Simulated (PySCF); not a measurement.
Working out the ionisation energy of Kr

Kr [Kr] (1S) → Kr+ [Ar] 3d10 4s2 4p5 (2P). Computed with PySCF 2.14 in cc-pVTZ-DK, with scalar relativity by spin-free X2C-1e. Frozen: [Ar] 3d10. Energies in hartree (1 hartree = 27.21139 eV):

| part | Kr (lower) | Kr+ (upper) |
| --- | --- | --- |
| UHF | -2788.173048 | -2787.693426 |
| CCSD correlation | -0.186780 | -0.157013 |
| (T) | -0.005293 | -0.003944 |

Q: What does Hartree-Fock give?

A: (-2787.693426) − (-2788.173048) = 0.479622 hartree = 13.051 eV.

Q: What do CCSD and CCSD(T) give?

A: The CCSD correlation energies differ by 0.029767 hartree = 0.810 eV and the triples by 0.001349 hartree = 0.037 eV, so CCSD gives 13.861 eV and CCSD(T) 13.898 eV.

Measured between the centres of the two terms (NIST): 14.222 eV, so CCSD(T) (valence) is off by -0.324 eV.

What remains against the reference includes basis incompleteness, the frozen core and higher excitations.
